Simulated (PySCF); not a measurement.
LiZn⁺: energy against distance

Set-up: basis Li 6-31G(d,p), Zn 6-31G(d,p); no relativity; PySCF 2.14. Energies in eV from Li⁺ + Zn in their ground configurations at the same level. State: ¹Σ⁺ (singlet), closed shell.

All columns are r²SCANh. A positive dipole points towards Zn; it is taken about the centre of mass and depends on that origin.

| R (Å) | E (eV) | μ (D) | Mulliken charge on Li (basis-dependent) | HOMO (eV) | LUMO (eV) | Mayer bond order | ⟨S²⟩ |
| --- | --- | --- | --- | --- | --- | --- | --- |
| 2.128 | -0.799 | -5.45 | 0.39 | -12.20 | -6.34 | 0.90 | 0.00 |
| 2.228 | -0.943 | -5.76 | 0.47 | -12.06 | -6.36 | 0.82 | 0.00 |
| 2.326 | -1.024 | -6.11 | 0.53 | -11.91 | -6.38 | 0.74 | 0.00 |
| 2.401 | -1.052 | -6.39 | 0.57 | -11.80 | -6.38 | 0.68 | 0.00 |
| 2.475 | -1.059 | -6.67 | 0.61 | -11.69 | -6.39 | 0.63 | 0.00 |
| 2.549 | -1.050 | -6.97 | 0.65 | -11.57 | -6.39 | 0.59 | 0.00 |
| 2.648 | -1.020 | -7.39 | 0.68 | -11.43 | -6.38 | 0.53 | 0.00 |
| 2.772 | -0.961 | -7.93 | 0.72 | -11.25 | -6.37 | 0.47 | 0.00 |
| 2.921 | -0.875 | -8.61 | 0.76 | -11.03 | -6.35 | 0.42 | 0.00 |
| 3.119 | -0.751 | -9.57 | 0.80 | -10.76 | -6.31 | 0.35 | 0.00 |

A fit through these points gives, at Re = 2.468 Å, μ = -6.65 D and dμ/dR = -3.94 D/Å; the reduced mass is 6.322 u.

Problem. How strong is the fundamental in the double-harmonic approximation, I = 42.26·(dμ/dR)²/μred km/mol?

Solution. I = 42.26·(-3.94)²/6.322 = 104 km/mol at r²SCANh.

Closed-shell solutions of metal pairs were not tested for spin polarisation, which can lower them a little. For an ion De counts to the pair picked by the measured ionisation energies or electron affinities, which need not be the lowest pair at this level.
